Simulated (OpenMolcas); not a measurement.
# Cr2+: effect of the metal basis

Cr2+ with its 6 nearest fluoride ions at 2.164 Å, on the Ca site of CsCaF3 (a = 4.526 Å, distance in the model lattice 2.263 Å). The rest of the host is ab initio model potentials to 7.6 Å and point charges beyond; the distance is set by hand and nothing relaxes.

| Item | Value |
| --- | --- |
| Program | OpenMolcas 26.06 |
| Method | CASSCF |
| Spin-orbit coupling | state interaction with AMFI integrals over the reference wave functions |

Fixed: ligand basis ANO-RCC-VDZP, active space 4 electrons in 5 orbitals (3d), DKH2 Hamiltonian.

States (labels of O, the rotations of Oh). Energies in cm-1 above the lowest state or level, χT in cm3 K/mol.

```json
{"Run": "A", "Metal basis": "ANO-RCC-VDZP", "Ground state": "5E", "First state of that spin": "5T2 7420", "First gap with spin-orbit (degeneracies)": "5.9 (1, 3)", "χT at 300 K": "2.948", "First state of another spin": "2S+1 = 3: 14280", "Cost": "roughly 30 core-seconds"}
{"Run": "B", "Metal basis": "ANO-RCC-VTZP", "Ground state": "5E", "First state of that spin": "5T2 7138", "First gap with spin-orbit (degeneracies)": "5.7 (1, 3)", "χT at 300 K": "2.948", "First state of another spin": "3T1 14754", "Cost": "roughly 60 core-seconds"}
```

Against A, the first state of the same spin changes by -3.8 % in B.

Costs are those of the RASSCF and RASSI steps.

An orbital doublet at a regular site is open to a Jahn-Teller distortion, which this geometry leaves out. Without dynamic correlation the repulsion within the d shell is too large (B by tens of per cent), so at a given field states of lower spin stand too high. Ligand-to-metal charge-transfer states are missing. With no ligand orbital active B as a rule stays too high, so bands that hang on it stand too high and its fall with covalency is understated. With metal d orbitals alone and no dynamic correlation 10Dq can be off by a tenth to a fifth, either way, in oxide and fluoride hosts. A group larger than the point group allows holds several states that coincide in this model. No measured value stands beside these numbers; the geometry was set by hand and not optimised.

A state without a sure symmetry label is named by its multiplicity alone.
